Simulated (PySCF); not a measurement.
Mg⁺: ionisation energy

Mg⁺ [Ne] 3s1 (2S) → Mg²⁺ [Ne] (1S), as a difference of total energies. All numbers are calculated (PySCF 2.14, the non-relativistic Hamiltonian (point nucleus), in def2-TZVP (5s4p3d, 32 functions)). The calculations carry no spin-orbit coupling.

| method | ionisation energy (eV) |
| --- | --- |
| UHF | 14.712 |
| TPSS | 15.059 |
| M06-L | 14.284 |

For comparison: 15.035 eV (measured; NIST Atomic Spectra Database, ionization energies).
